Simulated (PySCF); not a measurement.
## Electron correlation in O⁺ (oxygen, charge +1)

[He] 2s2 2p3, high-spin 4S determinant. Computed with PySCF 2.14 in aug-cc-pVDZ-DK (4s3p2d, 23 functions), with scalar relativity by spin-free X2C-1e. Frozen: 1s2; 5 electrons correlated.

MP2 pair energies summed by pair of shells (mhartree):

```tsv
pair	energy	share (%)
2s-2p	-47.73	66.1
2p-2p	-17.01	23.5
2s-2s	-7.51	10.4
```

Total MP2 correlation energy: -72.25 mhartree.

Same-spin part -20.04 and opposite-spin part -52.21 mhartree; SCS-MP2 scales them by 1/3 and 6/5 to -69.33 mhartree.

```json
{"level": "CCSD", "correlation energy (mhartree)": "-88.22"}
{"level": "(T)", "correlation energy (mhartree)": "-0.79"}
{"level": "CCSD(T)", "correlation energy (mhartree)": "-89.01"}
```

Diagnostics: T1 = 0.0046, D1 = 0.0068, largest double amplitude 0.028.

Cost of the coupled-cluster step: 0.13 s of wall time on 1 thread of INTEL(R) XEON(R) PLATINUM 8581C CPU @ 2.10GHz (shared host), for 5 correlated electrons.
